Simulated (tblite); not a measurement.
Species: C8H5O (doublet state).
SMILES: `C#Cc1ccc([O])cc1`

The geometry is computed with GFN2-xTB (gas phase). This method treats the open shell by occupation alone, without spin polarisation.

Take the most abundant isotopes and a rigid rotor. 

(1) Give the principal moments of inertia and the rotational constants in cm⁻¹.

(2) What kind of rotor is it?

(3) What does the inertial defect say?

(4) List the rotational levels J(Ka,Kc) to J = 3 (MHz).

(5) Estimate the classical rotational partition function at 10 K, 50 K and 500 K.

## Answers

(1) Ia = 90.83, Ib = 487.51, Ic = 578.34 u·Å²; 505379 MHz·u·Å²/I gives 5564, 1037 and 873.8 MHz, that is A = 0.18560, B = 0.03458, C = 0.02915 cm⁻¹.

(2) A near-prolate asymmetric top: κ = (2 × 1037 − 5564 − 873.8)/(5564 − 873.8) = -0.93.

(3) Planar: Δ = Ic − Ia − Ib = 0.00 u·Å². For a rigid frame Δ = −2 Σ m c², so it vanishes when all atoms lie in the ab plane; here none is more than 0.01 Å from it.

(4) Above 0(0,0):
J = 1: 1(0,1) 1911, 1(1,1) 6438, 1(1,0) 6601
J = 2: 2(0,2) 5727, 2(1,2) 10096, 2(1,1) 10585, 2(2,1) 24167, 2(2,0) 24171
J = 3: 3(0,3) 11441, 3(1,3) 15581, 3(1,2) 16558, 3(2,2) 29898, 3(2,1) 29920, 3(3,1) 52945, 3(3,0) 52945
Those of J = 1 are B + C, A + C and A + B.

(5) Point group C2v, symmetry number σ = 2; q = (√π/σ)·√((kT/h)³/(ABC)), k/h = 20836.6 MHz/K: 1190 at 10 K, 13300 at 50 K, 420000 at 500 K.

For this open shell read J as N, the rotation without spin; fine and hyperfine splittings come on top. Its GFN2-xTB frequencies are all real (lowest 79 cm⁻¹). No vibrational averaging or centrifugal distortion is included, and the geometry carries the error of its method.

The run took 0.3 s on one thread, Intel Xeon Platinum 8259CL at 2.50 GHz (x86_64), no GPU, on a shared host. These figures are those of the optimisation.
